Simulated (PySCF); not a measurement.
**Si5H12O3**

The system: Si5H12O3, a molecule; neutral, singlet. The structure, one conformer, was relaxed in the gas phase by PBE0-D3(BJ)/def2-SVP. No frequency run checks that it is a minimum.

SMILES: [SiH3]O[Si]([SiH3])(O[SiH3])O[SiH3]

Coordinates in Å:
```
Si1     0.109    1.942    1.872
O2      0.866    0.634    1.180
Si3     0.667   -0.577    0.075
O4     -0.807   -1.281    0.316
Si5    -2.454   -1.094    0.224
O6      0.709    0.070   -1.444
Si7     0.037    1.252   -2.401
Si8     2.355   -2.153    0.320
H9     -0.863    1.485    2.909
H10    -0.627    2.717    0.825
H11     1.143    2.809    2.499
H12    -3.096   -2.112    1.102
H13    -2.837    0.276    0.685
H14    -2.916   -1.281   -1.183
H15     0.680    2.569   -2.120
H16    -1.429    1.358   -2.122
H17     0.247    0.883   -3.828
H18     2.189   -3.241   -0.691
H19     3.686   -1.503    0.126
H20     2.295   -2.746    1.690
```

Shieldings: GIAO PBE0/pcSseg-1. Shifts are against computed references at the same level: H TMS (σ 31.27 ppm), Si TMS (σ 352.0 ppm). Core levels by delta-SCF with SCAN, pcX-2 on the ionised atom and pcseg-1 elsewhere, spin-free X2C (2p3/2 is the spin-free 2p value less a third of a first-order spin-orbit splitting); from the vacuum level, for chosen atoms.

(1) Give the NMR and core-level values of the distinct atoms.

(2) Which of Si3, Si8 holds its core electrons tightest, and by how much against the loosest?

(3) By CAM-B3LYP/def2-SVPD (TDDFT singlets, Tamm-Dancoff triplets, ionisation by delta-SCF), where does absorption start, and what does vertical ionisation take?

Answers

(1) 
| atoms | bonded to | σ (ppm) | δ (ppm) | core level (eV) |
| --- | --- | --- | --- | --- |
| Si1 | 1 O + 3 H | 391.1 | -39.1 | - |
| O2 | 2 Si | 265.0 | - | 1s 537.79 |
| Si3 | 3 O + 1 Si | 402.3 | -50.3 | 2p3/2 107.86 |
| O4 | 2 Si | 266.7 | - | 1s 537.80 |
| Si5 | 1 O + 3 H | 391.2 | -39.2 | - |
| O6 | 2 Si | 265.0 | - | 1s 537.80 |
| Si7 | 1 O + 3 H | 391.4 | -39.4 | - |
| Si8 | 1 Si + 3 H | 464.4 | -112.4 | 2p3/2 106.52 |
| H9 H10 H11 | 1 Si | 26.12 | 5.14 | - |
| H12 H13 H14 | 1 Si | 26.11 | 5.16 | - |
| H15 H16 H17 | 1 Si | 26.12 | 5.15 | - |
| H18 H19 H20 | 1 Si | 28.01 | 3.26 | - |

Values are those of this one static structure, with the three H of a rotating XH3 group averaged; atoms that internal rotation interchanges would show their mean in an NMR spectrum.

(2) Si3 (bonded to 3 O + 1 Si), by 1.34 eV over Si8 (bonded to 1 Si + 3 H).

(3) The lowest singlet lies at 7.44 eV (f 0.016), the strongest of the first 6 at 7.69 eV (f 0.139), the lowest triplet at 6.83 eV; vertical ionisation takes 10.39 eV.
